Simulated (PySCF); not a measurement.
H$_{4}$B$_{3}$Cl$_{3}$N$_{3}$ (SMILES ClB1NB(Cl)[NH2+]B(Cl)N1), charge +1, singlet, geometry from GFN2-xTB. Base run: CAMB3LYP/STO-3G run with PySCF.

PySCF was given this input:
```python
from pyscf import gto, scf, dft

mol = gto.Mole()
mol.atom = '''
    Cl   -1.92497906   -2.50575432   -0.30252180
    B    -0.90112912   -1.17278707   -0.14076158
    N    -1.39356340    0.18046148   -0.26000621
    B    -0.63263027    1.33969800   -0.14230920
    Cl   -1.19572753    2.93161321   -0.28629955
    N     0.88350606    1.15328901    0.15157545
    B     1.43275997   -0.29705545    0.27243464
    Cl    3.09171093   -0.46603994    0.57464606
    N     0.51108002   -1.32890542    0.12245861
    H    -2.38501425    0.27302681   -0.44845800
    H     1.42090884    1.64934894   -0.56698538
    H     1.11337995    1.66138026    1.01196390
    H     0.84149005   -2.28387112    0.19944512
'''
mol.basis = 'sto-3g'
mol.charge = 1
mol.verbose = 4
mol.build()

mf = dft.RKS(mol)
mf.xc = 'camb3lyp'
mf.kernel()
mf.analyze()
```

Variants of this job, named by their change:

| change | ΔE vs base (µEh) | grid points | electrons on the grid |
|---|---|---|---|
| base | 0.0 | 179720 | 90.00003 |
| grids.level = 7 | 4.7 | 970920 | 90.00000 |
| grids.prune = off | -0.1 | 300464 | 90.00003 |
| grids.level = 4 | 3.5 | 316848 | 90.00000 |
| grids.level = 5 | 4.9 | 479120 | 90.00000 |
| grids.level = 1 | -9.6 | 59736 | 89.99990 |
| grids.atom_grid = (50, 194) | -15.2 | 84344 | 89.99991 |
| grids.atom_grid = (75, 302) | 0.1 | 184152 | 90.00003 |
| grids.prune = dft.gen_grid.sg1_prune | 16.0 | 74784 | 89.99990 |
| grids.radi_method = mura_knowles | 0.0 | 168592 | 90.00003 |
| grids.radi_method = gauss_chebyshev | -0.2 | 175504 | 90.00003 |
